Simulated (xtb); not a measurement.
Cl2NbO (SMILES [O]=[Nb+]([Cl])[Cl]), charge +1, singlet, geometry from GFN2-xTB (such geometries of metal compounds can be far from the true shape) (the multiplicity is a formal guess), atoms displaced at random by about 0.1 Å a coordinate. Base run: xtb with GFN1-xTB.

Input for xtb:
```
$ xtb mol.xyz --gfn 1 --chrg 1 --opt --json

# file mol.xyz
4

Nb     0.45913910     0.25410947     0.09840984
O      1.42336645    -0.91336568    -0.33593158
Cl    -0.71658506    -0.68934628     1.62733099
Cl    -0.99143954     0.56299543    -1.48095340
```

Base: optimiser steps 6.

A changed run: ΔE vs base (kJ/mol) -254.3; optimiser steps 6.

Task: Which change was made?
A. alpb = acetonitrile
B. opt level = extreme
C. opt level = crude
D. opt level = lax
E. opt level = vtight

Result: A, alpb = acetonitrile
